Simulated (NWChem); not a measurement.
Molecule: Si$_{2}$SbH$_{6}$F; SMILES [F][Sb]([SiH3])[SiH3]

```xyz
10

Sb    -0.6102     0.3638     0.0000
F     -1.2531    -1.5142     0.0000
Si     1.1860    -0.1304    -1.8329
H      1.9772    -1.3633    -1.4938
H      2.1161     1.0522    -1.9372
H      0.5022    -0.3266    -3.1589
Si     1.1860    -0.1304     1.8329
H      1.9772    -1.3633     1.4938
H      0.5022    -0.3266     3.1589
H      2.1161     1.0522     1.9372
```
Atoms are numbered in this order, from 1.

Computed with NWChem. Coordinates come from a PBE-D3(BJ)/def2-SVP (def2 core potentials past Kr) optimisation. Not confirmed as a minimum by frequencies.

For level TPSS/3-21G, non-relativistic:

- highest occupied level (eV): -6.04
- orbital gap (eV): 3.73
- dipole (D): 1.74

Q: Estimate the same quantities for level TPSS/STO-3G, non-relativistic.

A: 
| Quantity | Result |
|---|---|
| highest occupied level (eV) | -2.35 |
| orbital gap (eV) | 4.43 |
| dipole (D) | 0.86 |
